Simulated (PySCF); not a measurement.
Computed with PBE/[C def2-SVP, Br def2-SVP], no relativity, density fitting, PySCF. Open shells, if any, are unrestricted.

What shape and geometry does isolated singlet CBr4 take (every ligand bound to C)?

Counting electrons, carbon keeps none of its valence electrons outside its bonds, so the VSEPR class is AX4 and the expected shape is tetrahedral (Td), as computed. The lowest minimum found is a singlet of Td symmetry with C–Br 1.957 Å (×4); Br–C–Br 109.5° (×6). Its harmonic wavenumbers are 121 (e), 179 (t2), 264 (a1), 620 (t2) cm⁻¹ and its dipole moment is 0.00 D.
